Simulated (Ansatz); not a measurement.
Species: ZrOCl (charge 0, doublet). SMILES: [O]=[Zr][Cl]

Atoms: Zr1, O2, Cl3. Bonds: Zr1-O2, Zr1-Cl3.

Bond lengths (Å) and angles (degrees) optimised at HF/STO-3G with Ansatz (a quantum-chemistry and plane-wave program); HF/3-21G with Ansatz; HF/6-31G* with LANL2DZ past Ar with Ansatz; PBE/6-31G* with LANL2DZ past Ar with Ansatz; B3LYP/6-31G* with LANL2DZ past Ar with Ansatz; MP2/6-31G* with LANL2DZ past Ar with Ansatz, each started from the B3LYP-D3(BJ)/def2-TZVP structure (Ansatz) of the last column. A row stands for all coordinates that are equal there. 6-31G* holds six Cartesian d functions. No wavenumbers were computed at HF/STO-3G, PBE/6-31G* with LANL2DZ past Ar, MP2/6-31G* with LANL2DZ past Ar, so these may be saddle points.

```
coordinate  HF/STO-3G  HF/3-21G  HF/6-31G* with LANL2DZ past Ar  PBE/6-31G* with LANL2DZ past Ar  B3LYP/6-31G* with LANL2DZ past Ar  MP2/6-31G* with LANL2DZ past Ar  B3LYP-D3(BJ)/def2-TZVP
----------  ---------  --------  ------------------------------  -------------------------------  ---------------------------------  -------------------------------  ----------------------
Zr1-O2          1.751     1.732                           1.744                            1.761                              1.754                            1.769                   1.735
Zr1-Cl3         2.355     2.570                           2.493                            2.367                              2.382                            2.406                   2.369
O2-Zr1-Cl3      110.0     132.5                           127.8                            107.4                              109.3                            108.3                   109.9
```

Mean signed difference of all 2 bond lengths from B3LYP-D3(BJ)/def2-TZVP: HF/STO-3G 0.001 Å, HF/3-21G 0.099 Å, HF/6-31G* with LANL2DZ past Ar 0.066 Å, PBE/6-31G* with LANL2DZ past Ar 0.012 Å, B3LYP/6-31G* with LANL2DZ past Ar 0.016 Å, MP2/6-31G* with LANL2DZ past Ar 0.035 Å.
